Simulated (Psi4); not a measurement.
Torsional profile of C₈H₁₀O, SMILES COc1cccc(C)c1. Scanned: dihedral C1–O2–C3–C4; all other coordinates were relaxed at GFN2-xTB. Points at φ and −φ are mirror images.

Geometry of the scan point at -120° (Å):
```
19

C      3.1743    -0.3986     0.3876
O      1.9281    -1.0351     0.5550
C      0.8319    -0.3389     0.0869
C     -0.1671     0.0015     0.9899
C     -1.2959     0.6649     0.5434
C     -1.4245     1.0060    -0.7899
C     -0.4277     0.6782    -1.7022
C     -0.5732     1.0556    -3.1458
C      0.6994     0.0079    -1.2529
H      3.4248    -0.2458    -0.6671
H      3.1928     0.5701     0.8996
H      3.9125    -1.0604     0.8376
H     -0.0531    -0.2745     2.0266
H     -2.0755     0.9254     1.2441
H     -2.3055     1.5298    -1.1316
H     -0.5141     2.1381    -3.2588
H     -1.5405     0.7345    -3.5281
H      0.2092     0.6034    -3.7498
H      1.4768    -0.2617    -1.9534
```

Computed with PBE-D3(BJ)/def2-SVP // GFN2-xTB (Psi4).

Scanned values (°): -150, -120, -90, -60, -30, 0, 30, 60, 90, 120, 150, 180.

At which scan points does the profile have its minima and maxima, and how high do they lie?

Lower than their neighbours: 0° (0.0 kcal/mol), 180° (0.1 kcal/mol). Higher than their neighbours: -90° (4.5 kcal/mol), 90° (4.5 kcal/mol). The whole profile spans 4.5 kcal/mol.
